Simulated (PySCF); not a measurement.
C6H16Si, SMILES CC[SiH2]C(C)(C)C at its GFN2-xTB optimised geometry (Å):

```
23

C      2.6953    -1.3644     0.0003
C      1.1719    -1.3607    -0.0032
Si     0.4651     0.4051     0.0000
C     -1.4531     0.4051     0.0000
C     -1.9509     1.8498     0.0000
C     -1.9952    -0.3000    -1.2438
C     -1.9953    -0.3000     1.2438
H      3.0804    -0.8462    -0.8745
H      3.0759    -0.8585     0.8842
H      3.0852    -2.3813    -0.0057
H      0.8213    -1.9074    -0.8800
H      0.8175    -1.9124     0.8689
H      0.9383     1.1195    -1.1953
H      0.9381     1.1160     1.1976
H     -1.5934     2.3813     0.8790
H     -1.5986     2.3796    -0.8821
H     -3.0406     1.8811     0.0033
H     -1.6305     0.1788    -2.1503
H     -1.6925    -1.3449    -1.2622
H     -3.0850    -0.2650    -1.2576
H     -1.6332     0.1809     2.1503
H     -1.6901    -1.3441     1.2639
H     -3.0852    -0.2675     1.2558
```

Calculation: PySCF with PBE/def2-SVP. Cells within 0.4 Å of a nucleus heavier than hydrogen are left out (blank, or x).

Map of the deformation density (molecule minus spherical neutral atoms) (e/bohr³) on the plane z = 0.0 Å:

```
|11111111111111111111111111111|
|11111111111111111111111111111|
|11111111111111111111111111111|
|11111111111111111111111111111|
|11111111111111111111111111111|
|11111111111111111111111111111|
|11111111001111111111111111111|
|11111111001111111111111111111|
|11111113122101111111111111111|
|111110497xx000011111111111111|
|111110265x4000001111111111111|
|11111111156211001111111111111|
|1111110003x4431x1000111111111|
|1111110001xx651xx000111111111|
|11111100013233111100001111111|
|11111100000011125410001111111|
|11111110000000136521022101111|
|11111110000000014x56xx2001111|
|11111111111111003x56xx3001111|
|11111111111111012101288211111|
|11111111111111111000158111111|
|11111111111111111000111011111|
|11111111111111111111111111111|
|11111111111111111111111111111|
|11111111111111111111111111111|
|11111111111111111111111111111|
|11111111111111111111111111111|
|11111111111111111111111111111|
|11111111111111111111111111111|
```
Scale: ten equal steps from -0.016 (start of '0') to 0.091 (end of '9'), in the order '0123456789'; x runs from -5.50 to 5.50, y from -5.50 (bottom) to 5.50 (top).
